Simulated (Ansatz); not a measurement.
```yaml
crystal:
  periodic: [false, false, false]
  atoms:
    - {symbol: Cl, position_ang: [-1.244978, -2.696171, 0.707940]}
    - {symbol: Al, position_ang: [-0.539067, -0.882036, 0.011069]}
    - {symbol: C, position_ang: [0.532687, 0.680386, 0.118356]}
    - {symbol: S, position_ang: [-0.559928, 0.605695, -1.474398]}
    - {symbol: H, position_ang: [1.588832, 0.689716, -0.138817]}
    - {symbol: H, position_ang: [0.264653, 1.538308, 0.729750]}
basis:
  gaussian: {orbitals: ANO-RCC-VTZP}
hamiltonian: {xc: {name: wB97}, pseudopotentials: {relativity: scalar}}
output: {forces: true}
```

```sh
$ ansatz run in.yaml --threads 2 --pin off --events-out ev --progress --plain --max-ram 4352MiB
```

Output, abridged:

```
Functional definition: wB97
1345 factors; their error is unknown
407 factors; integrals over basis functions are off by at most 2.3e-5 eV
mean field evaluation 1: about -31106.1116 eV, gradient 3.1e1 eV
mean field evaluation 2: about -31107.4409 eV, gradient 2.3e1 eV
mean field evaluation 4: about -31108.6599 eV, gradient 1.2e0 eV
mean field evaluation 8: about -31108.6182 eV, gradient 2.8e-2 eV
mean field evaluation 16: about -31108.6182 eV, gradient 3.5e-5 eV
mean field -31108.61819325 eV, -1143.2206324233 hartree, gradient 3.5e-5 eV, S^2 0.000000; 0 other end points of the search recorded, 0 dependent functions left out
reference -31108.61817751 eV, -1143.2206318448 hartree; 27, 27 occupied and 133, 133 virtual orbitals, 1345 factors
Total energy: -31108.61817751 eV, -1143.2206318448 hartree
Relativity: scalar
Atom 0 at    -1.244978    -2.696171     0.707940 Å, force     0.048566     0.128788    -0.052009 eV/Å
Atom 1 at    -0.539067    -0.882036     0.011069 Å, force     0.008106     0.126571    -0.111021 eV/Å
Atom 2 at     0.532687     0.680386     0.118356 Å, force    -0.185906    -0.074342    -0.210565 eV/Å
Atom 3 at    -0.559928     0.605695    -1.474398 Å, force     0.148962    -0.161189     0.384527 eV/Å
Atom 4 at     1.588832     0.689716    -0.138817 Å, force    -0.021571    -0.002443     0.002224 eV/Å
Atom 5 at     0.264653     1.538308     0.729750 Å, force     0.001843    -0.017385    -0.013156 eV/Å
Dipole moment:     0.113191    -0.150381     0.319383 e Å
```

It took 13 s on 2 threads of an Arm Neoverse V2 on a shared host, with 0.42 GiB of host memory at the peak.
